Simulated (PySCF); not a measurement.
How methods differ on the excitation energy of Re²⁺

Re²⁺ [Xe] 4f14 5d5 (6S) → Re²⁺ [Xe] 4f14 5d4 6s1, s spin flipped, as a difference of total energies. All numbers are calculated (PySCF 2.14, a scalar-relativistic core potential, in def2-QZVPPD with the def2 core potential (60 electrons)). Correlated levels: valence and next inner shell: nothing frozen outside the core potential. The calculations carry no spin-orbit coupling.

```
                                method  excitation energy (eV)
                                   UHF                   4.911
    MP2 (valence and next inner shell)                   4.364
SCS-MP2 (valence and next inner shell)                   4.007
```

How much does correlation contribute at MP2 (valence and next inner shell)?

4.364 − (4.911) = -0.547 eV, measured against UHF.

The upper determinant mixes two multiplicities, so it lies between the two terms.

The coupled-cluster amplitudes are large for the upper state (T1 above 0.03 or a double amplitude above 0.15), so a single reference is strained.
